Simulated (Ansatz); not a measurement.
FGaH2Zn (`[F][Zn][GaH2]`). Total charge 0; spin multiplicity 1. Geometry: relaxed with PBE0-D4/def2-TZVP.

```xyz
5

F     1.345   -0.633   -2.816
Zn    0.598   -0.281   -1.252
Ga   -0.420    0.197    0.879
H    -1.857   -0.336    1.227
H     0.334    1.052    1.962
```

**Question.** What is the dipole moment at PBE/def2-TZVPP? (Estimate.)

**Answer.** The calculation gave: 2.70 D, with components (-1.14, 0.54, 2.39) D in this frame, pointing from negative to positive charge.

**Question.** And with r2SCAN, B3LYP, ωB97M-V? (An estimate is asked.)

**Answer.** The calculation gave: r2SCAN 2.71 D, B3LYP 2.81 D, ωB97M-V 2.65 D.

**Question.** Give the Mulliken charges with PBE, B3LYP, r2SCAN in def2-TZVPP. (Estimate.)

**Answer.** Ansatz gave: 
```
atom    PBE  B3LYP  r2SCAN
  F1  -0.45  -0.51   -0.50
 Zn2   0.33   0.41    0.42
 Ga3   0.18   0.19    0.21
  H4  -0.03  -0.05   -0.06
  H5  -0.03  -0.05   -0.06
```

B3LYP here is the variant with VWN-RPA as its local correlation; programs differ in this.
